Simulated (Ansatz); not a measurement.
A nudged elastic band was laid between two geometries of AsH3 + GeH4 (9 atoms, charge 0, multiplicity 1).

All numbers below come from Ansatz 0.2.0, RKS PBE0-D4/def2-SVP.

- movable images: 9
- climbing image: yes
- spring: 5.0 eV/Å²
- optimiser: quadratic models (default)
- start path: through a guess of the saddle point
- force threshold: 0.03 eV/Å
- iteration limit: 60
- end points: relaxed

Initial state:

```xyz
9
Properties=species:S:1:pos:R:3
Ge -1.238 1.071 -0.124
H -1.662 -0.051 0.838
H -1.041 0.490 -1.533
H -2.335 2.150 -0.164
H 0.078 1.695 0.364
H 0.624 -1.869 0.872
As 1.969 -1.817 0.154
H 2.270 -0.426 0.703
H 1.335 -1.242 -1.109
```

Final state:

```xyz
9
Properties=species:S:1:pos:R:3
Ge -0.148 1.194 -0.261
H -1.941 -1.957 0.667
H -0.588 0.918 -1.711
H -1.361 1.038 0.674
H 0.372 2.639 -0.157
H -1.475 -2.100 1.252
As 1.609 -0.305 0.488
H 2.509 0.068 -0.687
H 1.024 -1.495 -0.265
```

**Question.** Which bonds break or form, and what moves?

**Answer.** Bonds broken: Ge1–H2, H6–As7. Bonds formed: Ge1–As7, H2–H6. AsH3 + GeH4 becomes AsGeH5 + H2.

**Question.** Give the energies along the band, and the barrier.

**Answer.** The forces met the threshold. The highest image is number 7 of 0 to 10, 55.0 kcal/mol above the first end and 56.9 kcal/mol above the last; the last end lies 2.0 kcal/mol below the first. The profile has 2 maxima (images 7, 9) with wells between them (image 8): this band takes more than one step, which may be the mechanism or a detour left from its start path. Neighbouring images differ by up to 2.5 eV, so the band resolves the path poorly. A vibrational analysis at the climbing image gives one clearly imaginary mode, 1233i cm⁻¹: a first-order saddle point. The orbitals stay closed-shell, which can raise the energy where a bond breaks towards radicals; this wasn't checked here.

| image | path coordinate (Å) | energy (kcal/mol) | Ge1–H2 (Å) | H6–As7 (Å) | Ge1–As7 (Å) |
| --- | --- | --- | --- | --- | --- |
| 0 | 0.00 | 0.0 | 1.54 | 1.53 | 4.32 |
| 1 | 1.57 | 0.1 | 1.54 | 1.52 | 4.37 |
| 2 | 3.14 | 0.2 | 1.54 | 1.52 | 4.16 |
| 3 | 4.70 | 0.3 | 1.54 | 1.52 | 4.34 |
| 4 | 6.27 | 0.3 | 1.54 | 1.52 | 4.22 |
| 5 | 7.83 | 0.3 | 1.54 | 1.52 | 4.18 |
| 6 | 9.40 | 2.4 | 1.54 | 1.53 | 3.44 |
| 7 | 10.96 | 55.0 | 1.87 | 1.78 | 2.83 |
| 8 | 13.58 | -1.9 | 3.46 | 3.02 | 2.43 |
| 9 | 16.20 | -0.8 | 4.61 | 4.78 | 2.44 |
| 10 | 18.81 | -2.0 | 3.74 | 3.65 | 2.43 |

**Question.** What is the geometry of the highest image?

**Answer.** 
```xyz
9
Properties=species:S:1:pos:R:3:forces:R:3
Ge -0.860 0.938 -0.259 0.00 0.00 0.00
H -0.890 -0.918 -0.018 0.00 0.00 0.00
H -1.879 0.784 -1.415 0.00 0.00 0.00
H -1.572 1.371 1.034 0.00 0.00 0.00
H 0.126 2.032 -0.712 0.00 0.00 0.00
H -0.303 -1.565 0.464 0.00 0.00 0.00
As 1.236 -0.698 0.715 0.00 0.00 0.00
H 2.768 -0.912 0.954 0.00 0.00 0.00
H 1.375 -1.032 -0.763 0.00 0.00 0.00
```

The band took 45 iterations and about 30 core-minutes.

Run time: 17 min on 2 threads of Arm Neoverse V1, with other jobs on the host, peak memory 0.24 GiB.
